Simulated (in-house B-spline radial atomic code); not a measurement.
Mn. Computed with a B-spline radial atomic code. Model: non-relativistic spherical atom: semilocal Troullier-Martins pseudo-atom, one channel per l, against all electrons, high spin, G0W0 and RPA with empty states to l = 8, local potential for every l without a channel, a model core (radius 0 = none) keeps its share of the functional.

What the tables leave out is listed at the end.

The pseudopotential gives back the lowest level of each angular momentum of its own functional in the configuration it was made in; a second state of the same l is only approximately right. Exact exchange, RPA and GW see the smooth pseudo-orbitals and miss the exchange with the core, for which the functional's share stands in. The column with an uncorrelated core keeps all orbitals and exact exchange, and so separates missing core correlation from pseudisation. Only the three outermost levels and the lowest empty one were computed. RPA here is direct RPA, with no exchange kernel, and its energies carry an (l + 1/2)⁻⁴ tail. A hybrid on a potential with a model core restores only its own semilocal share of the core's exchange.

Command:
```bash
python run_psgw.py task.json out
```
Settings (lengths in bohr, energies in hartree):
```
Z                      25
electrons              25
configuration          [Ar] 3d5 4s2
generated_in           [Ar] 3d5 4s2
functional             lda,vwn
core_shells            5
radius_factor          1.3
core_correction        True
ion_configuration      [Ar] 3d5 4s1
```

Cost of the run: 25 s on 1 thread of Intel(R) Xeon(R) 6975P-C (Granite Rapids), on a shared host.

Given: made with LDA VWN5; model core radius 1.227 bohr; local radius 3.017 bohr; mean-field start LDA VWN5.

Valence shells of the generating configuration: 3d, 4s.

Channel: s 3.279, p 3.4, d 2.949 (radii in bohr).

Computed: largest level miss in the spin-unpolarised generating configuration 0 eV; valence RPA correlation energy all-electron orbitals -0.29564 hartree; valence RPA correlation energy pseudo -0.36429 hartree; pseudo-atom RPA polarisability 52.679 bohr³; ionisation by mean-field all-electron 7.4877 eV; ionisation by mean-field pseudo minus all -0.129 eV; ionisation by RPA pseudo minus all 0.378 eV.

```tsv
level	occupied	mean-field all-electron (eV)	mean-field pseudo minus all (eV)	G0W0 all-electron (eV)	G0W0 uncorrelated core minus all (eV)	G0W0 pseudo minus all (eV)	exchange self-energy all-electron (eV)	exchange self-energy pseudo (eV)
4s down	1	-4.5877	0.1	-7.3725	0.088	-0.02	-8.7119	-7.3966
```

(1) What is the all-electron RPA polarisability, core included?

(2) What is the ionisation by RPA all-electron?

Given: mean-field start PBE0.

Computed: valence RPA correlation energy all-electron orbitals -0.25982 hartree; valence RPA correlation energy pseudo -0.32927 hartree; pseudo-atom RPA polarisability 49.138 bohr³; ionisation by mean-field all-electron 7.024 eV; ionisation by mean-field pseudo minus all -0.246 eV; ionisation by RPA all-electron 7.4966 eV.

| level | occupied | mean-field all-electron (eV) | mean-field pseudo minus all (eV) | G0W0 all-electron (eV) | G0W0 uncorrelated core minus all (eV) | G0W0 pseudo minus all (eV) | exchange self-energy all-electron (eV) | exchange self-energy pseudo (eV) |
| --- | --- | --- | --- | --- | --- | --- | --- | --- |
| 4s down | 1 | -5.0621 | 0.171 | -7.373 | 0.089 | 0.137 | -8.4204 | -7.1529 |
| 4s up | 1 | -6.0612 | -0.346 | -8.432 | 0.087 | -0.647 | -10.587 | -10.831 |

(3) What is the ionisation by RPA pseudo minus all?

(4) What is the all-electron RPA polarisability, core included?

Answers

(1) 51.845 bohr³.

(2) 7.8287 eV.

(3) 0.132 eV.

(4) 47.858 bohr³.

Among the listed levels the largest G0W0 shift of the pseudo-atom is -0.65 eV, for 4s up on the PBE0 start, while leaving the core uncorrelated moves that level by +0.09 eV. So pseudisation and the lost core exchange, not the missing core correlation, make the error. Not in the tables (levels of low weight, unsolved or above zero; the highest and the empty levels are kept at any weight): on LDA the G0W0 levels 4s up (pseudo minus all -0.31 eV, weights 0.53 and 0.66), 3d up (pseudo minus all +2.24 eV, weights 0.73 and 0.04), 3d down (pseudo minus all -0.61 eV, weights 0.58 and 0.46); on PBE0 the G0W0 levels 3d up (pseudo minus all +2.49 eV, weights 0.60 and 0.54); no Hartree-Fock pseudo-atom is run with a model core.
